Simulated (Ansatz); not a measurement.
Ansatz (a quantum-chemistry and plane-wave program) input:

Ansatz 0.2 input:
```yaml
crystal:
  periodic: [false, false, false]
  atoms:
    - {symbol: As, position_ang: [0.00000000, -0.00000000, -0.00000000]}
    - {symbol: H, position_ang: [-0.86089794, -1.11813083, -0.48230707]}
    - {symbol: H, position_ang: [-0.54108335, 1.29598678, -0.50162634]}
    - {symbol: H, position_ang: [1.38969123, -0.18816144, -0.50728243]}
    - {symbol: H, position_ang: [0.01229005, 0.01030549, 1.49121583]}
basis:
  gaussian:
    orbitals: def2-TZVP
hamiltonian:
  xc: b3lyp
  dispersion: d3bj
total_charge: 1
phonons: {temperatures: {t_min: 298.15, t_max: 298.15, t_step: 100}}
```

### Question
What final total energy does it print?

### Answer
-2238.00852 Eh (B3LYP-D3(BJ)/def2-TZVP). The basis has 72 functions.
